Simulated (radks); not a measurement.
The numbers below are computed, except where a source is named.
Species: Re+. Configuration: [Xe] 4f14 5d6 (not the ground configuration).

Code: a radial shooting solver on a logarithmic mesh with Libxc functionals. Model: Dirac Kohn-Sham, PBEsol, spin-unpolarised, spherical densities, point nucleus; open shells are shared between the two j in proportion to 2j + 1.

Energy parts (eV):
part                       energy
total                  -454772.12
kinetic                 514370.39
electron-nucleus      -1137611.76
Hartree                 177393.03
exchange-correlation     -8923.77

Orbitals (lengths in bohr, moments of r in powers of bohr):
| orbital | occ. | eigenvalue (eV) | <1/r> | <r> | <r^4> |
|---|---|---|---|---|---|
| 1s1/2 | 2 | -71542.32 | 88.79 | 0.01804 | 5.460e-07 |
| 2s1/2 | 2 | -12399.63 | 21.64 | 0.07559 | 0.00008127 |
| 2p1/2 | 2 | -11864.60 | 21.60 | 0.06247 | 0.00004883 |
| 2p3/2 | 4 | -10425.55 | 18.04 | 0.07055 | 0.00007198 |
| 3s1/2 | 2 | -2874.215 | 7.943 | 0.1970 | 0.002994 |
| 3p1/2 | 2 | -2635.568 | 7.856 | 0.1870 | 0.002637 |
| 3p3/2 | 4 | -2323.095 | 6.934 | 0.2019 | 0.003514 |
| 3d3/2 | 4 | -1922.490 | 6.830 | 0.1765 | 0.002374 |
| 3d5/2 | 6 | -1854.651 | 6.613 | 0.1811 | 0.002590 |
| 4s1/2 | 2 | -603.4896 | 3.343 | 0.4405 | 0.06984 |
| 4p1/2 | 2 | -503.9999 | 3.233 | 0.4451 | 0.07599 |
| 4p3/2 | 4 | -431.0059 | 2.911 | 0.4786 | 0.1013 |
| 4d3/2 | 4 | -267.7431 | 2.699 | 0.4935 | 0.1284 |
| 4d5/2 | 6 | -254.2572 | 2.622 | 0.5049 | 0.1405 |
| 5s1/2 | 2 | -90.2673 | 1.304 | 1.039 | 2.169 |
| 5p1/2 | 2 | -60.2816 | 1.173 | 1.142 | 3.359 |
| 5p3/2 | 4 | -49.3765 | 1.056 | 1.247 | 4.833 |
| 4f5/2 | 6 | -48.7205 | 2.179 | 0.5766 | 0.3937 |
| 4f7/2 | 8 | -46.2087 | 2.148 | 0.5855 | 0.4228 |
| 5d3/2 | 2.4 | -11.7644 | 0.7034 | 1.874 | 34.78 |
| 5d5/2 | 3.6 | -10.8988 | 0.6744 | 1.953 | 41.46 |

The highest occupied level is 5d5/2 at -10.899 eV. The density falls to 0.001 e/bohr^3 at r = 4.07 bohr.
